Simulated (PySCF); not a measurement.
Molecule (SMILES): O=S(F)F.
Geometry (B3LYP-D3(BJ)/def2-TZVP, fixed):
```xyz
4

O      1.3619    -0.1486    -0.3569
S      0.1670    -0.0077     0.4048
F     -0.6344     1.2320    -0.2285
F     -0.8731    -1.0862    -0.1739
```

Basis-set convergence of the mean static polarisability at PBE0 with PySCF. All functions are spherical. Density fitting with generated auxiliary sets. No added dispersion term, no relativity. Reference: the value in aug-cc-pV(Q+d)Z, 26.77 bohr³, itself unsure by roughly 0.5 % (its mean distance from aug-pcseg-2, aug-cc-pV(T+d)Z). Deviations are taken from unrounded values.

| basis | functions | mean static polarisability (bohr³) |
|---|---|---|
| def2-SVP | 60 | 18.55 |
| def2-SVPD | 96 | 26.43 |
| pcseg-1 | 60 | 20.14 |
| aug-pcseg-1 | 96 | 26.75 |
| cc-pV(D+d)Z | 65 | 18.56 |
| aug-cc-pV(D+d)Z | 101 | 26.06 |
| 6-311G** | 80 | 19.60 |
| 6-311+G** | 96 | 23.29 |
| pcseg-2 | 124 | 22.63 |
| aug-pcseg-2 | 188 | 26.71 |
| cc-pV(T+d)Z | 129 | 22.04 |
| aug-cc-pV(T+d)Z | 193 | 26.59 |
| def2-TZVP | 130 | 22.64 |
| def2-TZVPD | 166 | 26.76 |
| def2-TZVPP | 135 | 22.66 |
| def2-TZVPPD | 171 | 26.75 |
| cc-pV(Q+d)Z | 229 | 24.33 |
| aug-cc-pV(Q+d)Z | 329 | 26.77 |
| def2-QZVPP | 241 | 25.00 |
| def2-QZVPPD | 277 | 26.80 |

What the diffuse functions change, pair by pair:
- def2-SVP to def2-SVPD: 36 more functions, deviation -30.7 to -1.3 %
- pcseg-1 to aug-pcseg-1: 36 more functions, deviation -24.8 to -0.1 %
- cc-pV(D+d)Z to aug-cc-pV(D+d)Z: 36 more functions, deviation -30.7 to -2.7 %
- 6-311G** to 6-311+G**: 16 more functions, deviation -26.8 to -13.0 %
- pcseg-2 to aug-pcseg-2: 64 more functions, deviation -15.5 to -0.2 %
- cc-pV(T+d)Z to aug-cc-pV(T+d)Z: 64 more functions, deviation -17.7 to -0.7 %
- def2-TZVP to def2-TZVPD: 36 more functions, deviation -15.4 to -0.1 %
- def2-TZVPP to def2-TZVPPD: 36 more functions, deviation -15.4 to -0.1 %
- cc-pV(Q+d)Z to aug-cc-pV(Q+d)Z: 100 more functions, deviation -9.1 to 0.0 %
- def2-QZVPP to def2-QZVPPD: 36 more functions, deviation -6.6 to 0.1 %

Leaving out the reference's own pair, they bring the value nearer the reference by more than 0.5 % in 9 of 9 pairs.
